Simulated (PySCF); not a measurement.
C3H6Ge.
Atom-mapped SMILES: `[CH:1]#[C:2][GeH2:3][CH3:4]` (hydrogens: H5 on C1; H6, H7 on Ge3; H8, H9, H10 on C4)

Computed, not measured: PBE0-D3(BJ)/def2-SVP geometry optimisation, gas phase in PySCF.

Q: List the bond lengths and angles at this level.

A: 
```
                bond  length (pm)
               C1≡C2        121.6
              C2–Ge3        190.7
              Ge3–C4        194.7
               C1–H5        107.6
      Ge3–H6, Ge3–H7        153.9
C4–H8, C4–H9, C4–H10        109.9
```

Bonds in one row agree within 1 pm and their mean is given. A selection of angles:
```
    angle  degrees
 C2–C1–H5    179.8
C1–C2–Ge3    179.1
C2–Ge3–C4    109.1
C2–Ge3–H6    108.0
C4–Ge3–H6    111.2
H6–Ge3–H7    109.4
Ge3–C4–H8    110.0
 H8–C4–H9    108.7
```

The C–Ge distances run from 1.907 Å (C2–Ge3, drawn single) to 1.947 Å (Ge3–C4, drawn single), a spread of 0.040 Å. Ge3 (germanium bonded to 2 C and 2 H) is tetrahedral (angles from 107.9° to 111.2°). The 4 heavy atoms lie in one plane (0.001 Å rms).

Point group: Cs (every atom within 0.08 Å of its image). PBE0-D3(BJ)/def2-SVP frequencies: not computed here.
